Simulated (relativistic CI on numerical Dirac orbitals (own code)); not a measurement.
## One change at a time: Rh XVI

Base calculation: Dirac-Coulomb-Breit CI, KLI orbitals optimised for each configuration, a model potential for QED, unscaled Slater integrals.

Configuration list (outside the closed core [Ar] 3d10): 4s², 4s4p, 4p², 4s4d, 4d², 4s4f, 4p4d, 4f², 4p4f, 4s5s, 4s5p, 4d4f, 4s5d, 4s5f, 4s5g, 4s6s. Levels of other configurations are missing.

Variants: (1) Breit term removed. Shifts of the energy above 4s² ¹S0, in cm⁻¹, for the lowest level and the first level of each name with at least 55 % of one term (blank where a level changes its place among those of its configuration and J or its character, or is not in the variant):

```csv
Level,Base,Δ(1)
4s² ¹S0,0,0
4s4p ³P°0,238605,-766
4s4p ³P°1,250010,-615
4s4p ³P°2,286235,+19
4s4p ¹P°1,364749,-63
4p² ³P0,560719,-1384
4p² ³P1,592788,-734
4p² ¹D2,594781,-606
4p² ³P2,639369,+83
4p² ¹S0,694893,-71
4s4d ³D1,768989,+695
4s4d ³D2,772011,+829
4s4d ³D3,777128,+1053
4s4d ¹D2,834758,+816
4p4d ³F°2,1021578,-8
4p4d ³F°3,1043130,+451
4p4d ³F°4,1073780,+1084
4p4d ³D°1,1077709,+73
4p4d ³P°0,1109077,+673
4p4d ³P°1,1111750,+744
4p4d ³D°3,1111904,+817
4p4d ³D°2,1115755,+893
```

At this charge energies of transitions that change n are usually good to better than 1 %, and those within a shell (Δn = 0) to a few per cent.

Ionisation energy from the two ground configurations alone: base 386.572 eV; Breit term removed 386.738 eV. The NIST ASD value (theoretical) is 389.3 eV.

LS names give the leading component of a level, which can be under half, so a name can repeat, a term be missing and a line seem to break the LS rules.
